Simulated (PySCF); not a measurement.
**From a computed spectrum to the compound**

A species of 10 atoms with charge 2 has these harmonic modes (BP86, small Gaussian bases with core potentials, PySCF 2.14.0):

| cm⁻¹ | km/mol | symmetry |
| --- | --- | --- |
| -22 | – | a2 |
| -12 | – | e |
| -12 | – | e |
| 29 | 2.5 | e |
| 29 | 2.5 | e |
| 109 | 0.0 | a1 |
| 283 | 0.0 | a1 |
| 293 | 10.4 | e |
| 293 | 10.4 | e |
| 478 | 13.6 | a2 |
| 493 | 4.1 | e |
| 493 | 4.1 | e |
| 504 | 237.6 | e |
| 504 | 237.6 | e |
| 508 | 684.2 | a2 |
| 1631 | 130.4 | e |
| 1631 | 130.4 | e |
| 1633 | 0.0 | a1 |
| 3610 | 298.8 | e |
| 3610 | 298.8 | e |
| 3615 | 0.0 | a1 |
| 3668 | 231.9 | a2 |
| 3668 | 217.6 | e |
| 3668 | 217.6 | e |

**Question.** Which species is it, and in which structure?

**Answer.** [Eu(H2O)3]2+ (singlet in the valence; each metal's 4f electrons, 7 of them, lie in its core potential, out of spins and levels):
```xyz
10

Eu    0.0000    0.0000    0.0000
O     2.4932    0.0000    0.0000
H     3.1046    0.6250    0.4526
H     3.1046   -0.6250   -0.4526
O    -1.2466    2.1592    0.0000
H    -2.0936    2.3761    0.4526
H    -1.0110    3.0012   -0.4526
O    -1.2466   -2.1592    0.0000
H    -1.0110   -3.0012    0.4526
H    -2.0936   -2.3762   -0.4526
```
 Negative wavenumbers this small are taken as noise. An lcecp potential fixes the number of 4f electrons, so in runs with it no electron can move into or out of that shell.
 Other answers can fit too; this one was computed.
